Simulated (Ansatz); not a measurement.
Cost and result for the atomization energy of CH6BNSi (10 atoms, 10 bonds).

```xyz
10

B    -0.4960    0.9627    0.6250
C     0.9027    0.2001    0.6293
N     0.8757   -0.7491   -0.2577
Si   -0.8657   -0.4332   -0.8059
H    -0.3852    2.1072    0.2469
H    -1.0889    0.8737    1.6748
H     1.8152    0.3452    1.2196
H     1.6633   -1.3630   -0.4354
H    -0.8179   -0.2259   -2.2846
H    -1.6031   -1.7177   -0.6118
```

Total charge 0; spin multiplicity 1. The bonds changed during the relaxation, so this is another structure than the one it started from. Geometry: relaxed with PBE0-D4/def2-TZVP. Program: Ansatz. All runs use 2 threads of an Arm Neoverse V1 on a shared host. Times are those of one run each, without the atoms' runs, and a repeat can differ threefold. Electronic energies, without spin–orbit coupling; frozen cores. CCSD(T)/CBS adds CCSD(T) − MP2 in def2-TZVPP to the MP2 limit, and its time is that of the two runs behind it. T1 = 0.016. B3LYP takes the VWN-RPA correlation (the form of Gaussian; ORCA's B3LYP/G).

CCSD(T)/CBS is a level of theory with its own doubt, some kJ/mol a heavy atom from the limit and from the frozen cores, so smaller differences don't rank the functionals.

```
                            level  functions  wall time  atomization (kcal/mol)  difference from CCSD(T)/CBS  per bond
             revPBE-D4/def2-TZVPP        219      2.8 s                   838.0                          3.3       0.3
               BLYP-D4/def2-TZVPP        219        3 s                   840.8                          6.1       0.6
                 CCSD(T)/def2-SVP         90      3.4 s                   789.3                        -45.4      -4.5
  PBE-D4/def2-TZVPP (with forces)        219      3.4 s                   856.8                         22.1       2.2
              BHLYP-D4/def2-TZVPP        219      3.8 s                   819.8                        -14.9      -1.5
B3LYP-D4/def2-TZVPP (with forces)        219        6 s                   842.4                          7.7       0.8
                B2PLYP/def2-TZVPP        219        7 s                   830.2                         -4.5      -0.5
              PBE-QIDH/def2-TZVPP        219        7 s                   832.8                         -1.9      -0.2
               ωB97X-V/def2-TZVPP        219      9.5 s                   843.3                          8.6       0.9
                B97M-V/def2-TZVPP        219       13 s                   844.1                          9.4       0.9
                   MP2/def2-QZVPP        421       27 s                   833.5                         -1.2      -0.1
               CCSD(T)/def2-TZVPP        219       88 s                   813.0                        -21.7      -2.2
                CCSD(T)/CBS(def2)          –      110 s                   834.7                          0.0       0.0
```

From BLYP to BHLYP (50 % exact exchange), in def2-TZVPP and without D4, the atomization energy moves by −16.3 kcal/mol: exact exchange takes away binding that semilocal exchange gives to molecules. In def2-TZVPP, CCSD(T) changes the Hartree–Fock value by +205.8 kcal/mol (the triples alone add +12.8 kcal/mol) and MP2 by +213.4 kcal/mol; breaking electron pairs costs correlation energy, which Hartree–Fock lacks. Leaving LDA and LC-ωPBE aside and taking each functional with its dispersion term where it has one, the values spread over 37.1 kcal/mol, from BHLYP-D4 to PBE-D4. LDA lies +106.4 kcal/mol from PBE without D4, its usual overbinding.
